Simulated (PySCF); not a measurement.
Se(Me)(OSiH3) (CH₆OSeSi), SMILES O([SiH3])[Se]C. Heavy atoms are numbered as in [Se:1]([CH3:2])[O:6][SiH3:7]. Hydrogens are named by the atom that carries them.

The structure is a stationary point at TPSSh-D3(BJ)/def2-SVP. The structure was generated by enumeration, and PubChem lists no compound with its InChIKey, so it may never have been made. The values are those of a single conformer.

All values below come from PySCF with HF/pcSseg-1.

GIAO shieldings, no solvent; atoms alike by connectivity are averaged. δ = σ(ref) − σ: ⁷⁷Se against Me2Se (σ = 1942.8 ppm); ¹³C against TMS (σ = 192.6 ppm); ¹H against TMS (σ = 31.99 ppm); ¹⁷O against H2O (σ = 333.0 ppm); ²⁹Si against TMS (σ = 393.8 ppm), references at their B3LYP-D3(BJ)/def2-TZVP geometries, non-relativistic.

```
nucleus       atoms  count  δ (ppm)
-------  ----------  -----  -------
⁷⁷Se            Se1      1   1277.8
¹³C        C2 (CH3)      1     24.7
¹H         H on Si7      3     4.53
¹H          H on C2      3     3.06
¹⁷O              O6      1   -101.4
²⁹Si     Si7 (SiH3)      1    -30.7
```
